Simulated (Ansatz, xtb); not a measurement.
Two isomers of C5H7FO2S

Structure I: `C=C(F)S(=O)CC(C)=O`, a singlet. Structure II: `C=C(F)S(=O)/C=C(/C)O`, a singlet. Both are isolated molecules in the gas phase, relaxed with PBE-D3(BJ)/def2-SVP; each stands in its lowest conformer found.

Problem. Estimate E(II) − E(I) at the level CCSD(T)/def2-SVP + ΔMP2/def2-TZVPP.

Solution. Calculated at CCSD(T)/def2-SVP + ΔMP2/def2-TZVPP: E(II) − E(I) = +3.7 kcal/mol, so structure I lies lower.

How the difference moves with the method:

```
                             level             geometry  E(II) − E(I) (kcal/mol)  departure from the last row (kcal/mol)  job, with rough time for the two
               PBE-D3(BJ)/def2-SVP  PBE-D3(BJ)/def2-SVP                      +1.9                                    −1.8                optimisation, 80 s
                       HF/def2-SVP  PBE-D3(BJ)/def2-SVP                      +2.7                                    −1.0           part of the CCSD(T) run
                      MP2/def2-SVP  PBE-D3(BJ)/def2-SVP                      +4.3                                    +0.6           part of the CCSD(T) run
                  CCSD(T)/def2-SVP  PBE-D3(BJ)/def2-SVP                      +4.6                                    +0.9                      single point
CCSD(T)/def2-SVP + ΔMP2/def2-TZVPP  PBE-D3(BJ)/def2-SVP                      +3.7                                                     single point, 4.3 min
```

As drawn, II has 1 C=C, 1 C–O, 1 O–H in place of 1 C–C, 1 C=O, 1 C–H.

The levels shown agree on the order. The largest departure from CCSD(T)/def2-SVP + ΔMP2/def2-TZVPP is that of PBE-D3(BJ)/def2-SVP, 1.8 kcal/mol. Levels run at GFN2-xTB geometries aren't shown. The last row adds to CCSD(T) the change of the MP2 difference between the two basis sets, here −0.9 kcal/mol.

With thermal terms from frequencies at re-optimised GFN2-xTB minima (ideal gas, soft modes damped towards free rotors, one conformer each, 298.15 K, 1 atm): the zero-point term adds −0.1 kcal/mol; ΔH is +3.6 and ΔG +3.3 kcal/mol.

The correlated steps freeze 13 core orbitals. Programs: Ansatz 0.2.0, xtb 6.7.1; the last row on 2 threads of Intel(R) Xeon(R) Platinum 8375C CPU @ 2.90GHz (Ice Lake) on a shared host.
